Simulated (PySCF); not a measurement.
# Relaxation of doublet As(OH)₂

All numbers come from UPBE0/[As def2-TZVP, O def2-TZVP, H def2-TZVP], no relativity, density fitting, PySCF. A (50,194) grid was used.

A start displaced from a saddle point along its imaginary mode, of C2 symmetry, held to at least that symmetry:

```xyz
5
charge 0 multiplicity 2, angstrom
As    0.0000    0.0278    0.0000
O     0.0597   -0.0576    1.8677
O    -0.0597   -0.0576   -1.8677
H    -0.7576   -0.1200    2.3818
H     0.7576   -0.1200   -2.3818
```

Problem. What forces act on the atoms at the start (eV/Å)?

Solution. 
```
atom     Fx     Fy     Fz
 As1   0.00   0.64   0.00
  O2  -0.08  -0.29  -0.02
  O3   0.08  -0.29   0.02
  H4   0.08  -0.03  -0.07
  H5  -0.08  -0.03   0.07
```

Problem. What does it relax to?

Solution. It ends at C2 with As–O 1.785 Å (×2), O–H 0.964 Å (×2); As–O–H 111.5° (×2), O–As–O 99.7° (after a last refinement on a finer grid). A frequency run shows a minimum. Other isomers or separated fragments may lie lower.

Problem. How much energy is released, and in how many steps?

Solution. 215.9 kJ/mol in 27 steps.
